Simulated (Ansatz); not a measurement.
Consider the formal hydrolysis of a C–S bond: `O=[C](S)[GeH3]` + H₂O → `O=[C](O)[GeH3]` + H₂S.

Program: Ansatz. Geometries: PBE0-D4/def2-TZVP. ΔE: electronic, gas phase. CCSD(T)/CBS is the MP2 limit (def2-TZVPP, def2-QZVPP) plus CCSD(T) − MP2 in def2-TZVPP, frozen cores. This one scheme is used for every species. DFT in def2-TZVPP. B3LYP here is the variant with VWN-RPA as its local correlation; programs differ in this. HSE06 is defined as in plane-wave codes. For Ge outer-core shells are correlated without core-valence functions, which leaves a few kJ/mol of doubt a bond. Scalar relativity is left out up to krypton. One conformer a species, not always the lowest.

`O=[C](S)[GeH3]`:

Z-matrix (Å, degrees):
```
Ge
C 1 2.008
H 1 1.533 2 107.1
H 1 1.532 2 107.2 3 -118.9
H 1 1.537 2 110.4 3 120.2
S 2 1.789 1 119.3 3 -113.1
O 2 1.197 1 120.6 3 66.2
H 6 1.342 2 96.1 1 -1.2
```

H₂O:

```xyz
3

O    -0.141   -0.303   -0.200
H    -0.025   -0.233    0.750
H     0.166    0.536   -0.550
```

`O=[C](O)[GeH3]`:

Z-matrix (Å, degrees):
```
Ge
C 1 1.998
H 1 1.533 2 108.6
H 1 1.529 2 106.9 3 -120.1
H 1 1.533 2 108.7 3 119.6
O 2 1.345 1 111.9 3 -60.7
O 2 1.198 1 125.2 3 119.3
H 6 0.972 2 107.1 1 179.9
```

H₂S:

Cartesian coordinates in Å:
```
S -0.189 0.107 0.580
H 0.938 -0.387 0.046
H -0.749 0.280 -0.627
```

```tsv
level	ΔE (kJ/mol)	difference from CCSD(T)/CBS
PBE-D4	-24.1	0.9
revPBE-D4	-20.0	5.0
BLYP-D4	-23.1	1.9
r2SCAN-D4	-29.6	-4.6
r2SCANh-D4	-31.6	-6.6
HSE06-D4	-30.6	-5.6
CAM-B3LYP-D4	-41.9	-16.9
PBE-QIDH	-34.8	-9.8
PBE	-27.8	-2.8
revPBE	-26.6	-1.6
B3LYP	-36.0	-11.0
RPA@PBE/def2-TZVPP	-34.0	-9.0
CCSD/def2-SVP	-62.3	-37.3
SCS-MP2/def2-TZVPP	-32.4	-7.4
SCS-MP2/def2-QZVPP	-27.2	-2.2
MP2/CBS(def2)	-19.1	5.9
CCSD(T)/CBS	-25.0	0
```

Largest T1 diagnostic among the species: 0.016.

In def2-TZVPP, CCSD(T) changes the Hartree–Fock value by +23.4 kJ/mol (the triples alone add +4.9 kJ/mol) and MP2 by +29.3 kJ/mol. From PBE to PBE0 (25 % exact exchange), in def2-TZVPP and without D4, ΔE moves by −6.4 kJ/mol.

CCSD(T)/CBS has its own doubt, a few kJ/mol and more with outer-core shells, so smaller differences from it don't rank the levels.
